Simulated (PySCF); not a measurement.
A side-by-side comparison of computed properties.

First species: C8H9F.
SMILES: `CCc1cccc(F)c1`

Second species: C4H6F2N (charge +1).
SMILES: `CC#[N+]CC(F)F`

Levels: PBE0/def2-SVPD for HOMO energy, LUMO energy, HOMO–LUMO gap, static isotropic polarisability and electronic spatial extent ⟨r²⟩ about the centre of nuclear charge; TDDFT PBE0/def2-SVPD for lowest singlet excitation; TDA PBE0/def2-SVPD for lowest triplet excitation (Tamm–Dancoff); GFN2-xTB for rotational constant A and rotational constant C. Geometries: GFN2-xTB. Each structure is a single optimised conformer of the isolated species, non-relativistic unless stated. Electronic properties by PySCF.

Dipoles, sizes and rotational constants follow the conformer. The torsions of the flexible species, by atom-mapped SMILES:
- `[CH3:1][CH2:2][c:3]1[cH:4][cH:5][cH:6][c:7]([F:8])[cH:9]1`: C1–C2–C3–C4 89°
- `[CH3:1][C:2]#[N+:3][CH2:4][CH:5]([F:6])[F:7]`: N3–C4–C5–F6 59°

Task: Which has the higher S1 energy?

Result: The second: 6.92 eV against 5.42 eV, a difference of 1.50 eV.

Task: Which has the higher static isotropic polarisability?

Result: The first: 91.6 au against 53.5 au, a difference of 38.1 au.

Task: Which has the higher rotational constant C?

Result: The second: 1.465 GHz against 0.890 GHz, a difference of 0.575 GHz.

Task: Which of the two has the higher T1 energy, and by how much?

Result: The second: 6.00 eV against 4.12 eV, a difference of 1.88 eV.

Task: Which of the two has the higher HOMO energy, and by how much?

Result: The first: -7.11 eV against -14.49 eV, a difference of 7.38 eV.

Task: Which of the two has the higher HOMO–LUMO gap, and by how much?

Result: The second: 8.14 eV against 6.68 eV, a difference of 1.46 eV.

Task: Which has the higher rotational constant A?

Result: The second: 4.758 GHz against 2.961 GHz, a difference of 1.797 GHz.

Task: Which of the two has the higher LUMO energy, and by how much?

Result: The first: -0.43 eV against -6.35 eV, a difference of 5.92 eV.

On the first: In wavenumbers S1 is 43700 cm⁻¹ (1 eV = 8065.54 cm⁻¹). The vertical singlet–triplet gap S1 − T1 is 1.30 eV (TDDFT singlet less Tamm–Dancoff triplet; S1: HOMO→LUMO, weight 0.63; T1: HOMO→LUMO+1, weight 0.47, beside HOMO−1→LUMO, weight 0.42).

On the second: S1 lies 1.22 eV below the HOMO–LUMO gap; its leading configuration is HOMO→LUMO+1, weight 0.88. The principal polarisabilities are 41.3, 43.5 and 75.8 au; their mean is the isotropic value.
